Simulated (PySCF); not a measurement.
Telling isomers of C₆H₁₃NSi apart by NMR

[PySCF: GFN2-xTB structure; shieldings: GIAO PBE0/pcSseg-1; gas phase; no relativistic terms; a single conformation; equivalent nuclei averaged]

δ = σ(ref) − σ, references computed at the same level: 1H (σref 31.72) and 13C (σref 186.93) against TMS. Where no couplings were computed, multiplicities follow the n + 1 count of equivalent neighbours, and m marks all less simple cases (inequivalent or close neighbours, rings, F or P nearby). Shifts are as computed. Against solution values, carbons near 30 ppm lie about +3 ppm off and those near 130 ppm about +5 ppm. Of 1211 compounds with measured shifts, 218 miss one by over three times the rms of a fit or turn the order of signals round; such compounds aren't used in these exercises.

(1) Tabulate the signals of `C=C([SiH3])/C=N\C(C)C`, `C=C/C(C)=N/[C@H](C)[SiH3]` and their relative energies.

(2) What is the quickest way to tell C=C([SiH3])/C=N\C(C)C from C=C/C(C)=N/[C@H](C)[SiH3]?

Results:

(1) 
| SMILES | carbon types | δC | δH | E rel. (kcal/mol) |
| --- | --- | --- | --- | --- |
| C=C([SiH3])/C=N\C(C)C | 1×C 2×CH 1×CH2 2×CH3 | 165.8, 153.2, 137.3, 55.2, 27.3 | 8.22 (s, 1H), 6.08 (m, 1H), 5.93 (m, 1H), 4.20 (s, 3H), 3.94 (sept, 1H), 1.20 (d, 6H) | 4.1 |
| C=C/C(C)=N/[C@H](C)[SiH3] | 1×C 2×CH 1×CH2 2×CH3 | 165.0, 153.2, 123.4, 47.9, 23.8, 11.8 | 6.70 (m, 1H), 5.72 (m, 1H), 5.66 (m, 1H), 3.87 (m, 1H), 3.67 (d, 3H), 1.99 (s, 3H), 1.63 (d, 3H) | 0.0 |

Energies are electronic energies at PBE0/pcSseg-1 on these geometries, without zero-point or thermal terms, each for the one conformer computed, which needn't be the lowest.

(2) Count the carbon signals: 5 against 6. The first has a terminal =CH2 carbon at 137.3 ppm, the second a methyl carbon (CH3) at 11.8 ppm. Their most deshielded carbons lie at 165.8 and 165.0 ppm. In the proton spectra the most deshielded non-exchanging signals are 8.22 (s, 1H) and 6.70 (m, 1H).
